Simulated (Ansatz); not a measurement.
Compare A (`[NH2][GeH2][SiH](N)O`) with its isomer B (`N[SiH2][O][GeH2][NH2]`).

Gas-phase electronic energies from Ansatz, PBE0-D4/def2-TZVP geometries. CBS: MP2 limit from def2 TZ/QZ plus the TZ coupled-cluster correction, frozen cores. Functionals use def2-TZVPP. B3LYP here is the variant with VWN-RPA as its local correlation; programs differ in this. For Ge outer-core shells are correlated without core-valence functions, which leaves a few kJ/mol of doubt a bond. Scalar relativity is left out up to krypton. Each species was taken in one conformer, which may not be the lowest.

(1) Which is lower in electronic energy at CCSD(T)/CBS, and by how much? (Estimate.)

(2) Give E(B) − E(A) in kcal/mol with ωB97M-V, HF/def2-TZVPP, CCSD(T)/def2-TZVPP, B2PLYP, PBE-D4, MP2/def2-TZVPP, B3LYP-D4. (Best estimate.)

Largest T1 diagnostic: 0.011.

Results:

(1) Computed: B, by 12.7 kcal/mol.

(2) Computed: ωB97M-V -12.9, HF/def2-TZVPP -18.3, CCSD(T)/def2-TZVPP -14.0, B2PLYP -13.5, PBE-D4 -8.3, MP2/def2-TZVPP -14.7, B3LYP-D4 -12.3. None reverses the order clearly.

In def2-TZVPP, CCSD(T) changes the Hartree–Fock value by +4.3 kcal/mol (the triples alone add +0.2 kcal/mol) and MP2 by +3.5 kcal/mol. From PBE to PBE0 (25 % exact exchange), in def2-TZVPP and without D4, E(B) − E(A) moves by −1.5 kcal/mol.
